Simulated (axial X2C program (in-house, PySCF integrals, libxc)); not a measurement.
## ZrSi: from the spin-free to the two-component result

All values were computed with an axial X2C code built on PySCF integrals. Spin-free means the one-electron spin-free X2C Hamiltonian; two-component (2c) means X2C with spin–orbit coupling and atomic mean-field two-electron Coulomb and Gaunt terms, so the difference of the two also holds small scalar two-electron terms. Basis: Zr dyall-v3z [11s12p9d4f2g], Si dyall-v3z [8s7p2d1f] (cores contracted in-house); Gaussian nuclei, density fitting, unrestricted open shells. Masses: Zr 89.905 u, Si 27.977 u.

Spin-free state: M_S = 2, Λ = 2 (beyond evenly filled blocks: σα, π+α, π-α, δ+α); fragments Zr + Si.

| level | Re (Å) | ωe (cm⁻¹) | De (eV) | μ (D) |
| --- | --- | --- | --- | --- |
| PBE0 | 2.518 | 369.7 | 2.881 | -3.97 |
| HF | 2.551 | 342.8 | n/a | -6.16 |
| MP2 | 2.497 | 398.7 | 2.707 | n/a |
| B3LYP | 2.548 | 350.5 | 2.551 | -3.45 |

Correlated methods: 24 electrons correlated (number of frozen shells: Zr 3 s, 2 p, 1 d; Si 1 s), 266 virtual spin orbitals or spinors in MP2.

Dipoles are positive if Si is the positive end.

Two-component determinant lowest at the distance of the search:

Ω = 4 (⟨Sz⟩ = 2.00, ⟨Lz⟩ = 2.00 at HF); fragments Zr + Si.

```
level  Re (Å)  ωe (cm⁻¹)  μ (D)
 PBE0   2.517      369.8  -3.96
   HF   2.550      342.8  -6.15
  MP2   2.497      399.4    n/a
B3LYP   2.547      350.6  -3.44
```

(1) From the two tables, how do the constants change at the MP2 level (2c against spin-free)?

Occupations by symmetry block were frozen at the best pattern of an incomplete PBE0 search. Dissociation energies refer to the lowest single-determinant-based atoms at the same level and basis. De is not given where an atomic determinant may have missed its ground term or J level, or where the truncated virtual space spoils (T). Density functionals use the spin component along the axis (collinear). PBE0 can misorder states that lie within some tenths of an eV, so this need not be the ground state of the molecule. The nearest other spin-free determinant of the search, M_S = 1, Λ = 1, lies 0.37 eV up at the distance of the search. Without a current term, density functionals place determinants with orbital angular momentum somewhat too high. With several unpaired electrons one determinant need not be a pure state. Open-shell Ω = 0 determinants with evenly filled partner blocks cannot be reached by this program, so the Ω shown need not be the lowest component.

## Answers

(1) At the MP2 level Re is unchanged to within 0.001 Å and ωe rises by 0.7 cm⁻¹.
